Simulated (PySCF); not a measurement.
HOY. Atoms are numbered in the order given.

```xyz
3

Y      0.0000     0.0000     0.3835
O      0.0000     0.0000    -1.5558
H      0.0000     0.0000    -2.5102
```
Charge 0, spin multiplicity 1.

Coordinates come from a PBE0-D3(BJ)/def2-TZVPD optimisation. The multiplicity is an assumed one; other spin states were not compared. The def2 effective core potentials stand for the cores of Y; spin–orbit coupling is left out.

The numbers are results of TDA-B3LYP/def2-TZVPD run with PySCF 2.14.0, not measurements.

Vertical excitations; the highest root listed may be one member of a degenerate set. Isolated molecule, no solvent. State labels are in the subgroup C2v.

```
state  symmetry  energy (eV)  λ (nm)      f                                 main pairs
-----  --------  -----------  ------  -----  -----------------------------------------
S1           A1         1.65     750  0.000                 HOMO→LUMO (degenerate set)
S2           A2         1.65     750  0.000               HOMO→LUMO+1 (degenerate set)
S3           B1         2.29     541  0.094  HOMO→LUMO+2, HOMO→LUMO+6 (degenerate set)
S4           B2         2.29     541  0.094  HOMO→LUMO+3, HOMO→LUMO+7 (degenerate set)
S5           A1         2.59     478  0.241                           HOMO→LUMO+4 97 %
S6           A1         3.56     348  0.142                           HOMO→LUMO+5 97 %
S7           B1         3.67     338  0.727  HOMO→LUMO+6, HOMO→LUMO+2 (degenerate set)
S8           B2         3.67     338  0.727  HOMO→LUMO+7, HOMO→LUMO+3 (degenerate set)
S9           A1         5.24     237  0.098         HOMO→LUMO+8 77 %, HOMO→LUMO+9 19 %
S10          A1         5.59     222  0.000         HOMO→LUMO+9 80 %, HOMO→LUMO+8 19 %
T1           A2         0.76    1623      0               HOMO→LUMO+1 (degenerate set)
T2           A1         0.76    1623      0                 HOMO→LUMO (degenerate set)
T3           B2         1.35     918      0               HOMO→LUMO+3 (degenerate set)
T4           B1         1.35     918      0               HOMO→LUMO+2 (degenerate set)
```
Triplets are in the Tamm–Dancoff approximation.
